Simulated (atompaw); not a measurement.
## Ranking PAW (atompaw) potentials for Ce

All share these settings but for the change named:

atompaw 4.2.0.5 input, output lines left out:

```
Ce 58
GGA-PBESOL scalarrelativistic loggrid 2001 logderivrange -5 5 251
6 6 5 4 0 0
6 0 1.5
6 1 0
5 2 1
4 3 1
0 0 0
c
c
c
c
v
v
c
c
c
v
v
c
c
v
v
3
3.00 2.25 2.75 1.55
n
n
y
0.05
n
y
2.4
n
bloechl sinc
4 -0.5 vpsmatchnc
```

Cutoff: the first of the cutoffs (Ry, on a coarse ladder) from which the occupation-weighted sum of valence levels, in a spherical-Bessel basis at the reference potential, stays within 10 and 1 mRy of its value at 400 Ry; the density cutoff is not measured.

The base gives 35 Ry.

Of 12 variants that were run, those that failed, showed a ghost or another fault, or gave nearly equal values are left out.

A variant can come out equal or close to the base.

**Question.** Rank these variants from softest to hardest (loose cutoff).
A. local potential troulliermartins scheme with l = 4 at -0.5 Ry, radius 2.75 bohr
B. local potential vpsmatchnc scheme with l = 4 at -0.5 Ry, radius 2.88 bohr
C. functional PBE
D. all radii scaled by about 1.31 (s 2.34, p 3.92, d 3.92, f 2.22 bohr); local potential vpsmatchnc scheme with l = 4 at -0.5 Ry, radius 3.58 bohr; augmentation sinc compensation charge, radius 2.94 bohr; PAW radius 3.92 bohr; waves and projectors: bloechl; core correction smooth core density matched at 2.02 bohr

**Answer.** D (21 Ry), A (25 Ry), B (30 Ry), C (35 Ry).
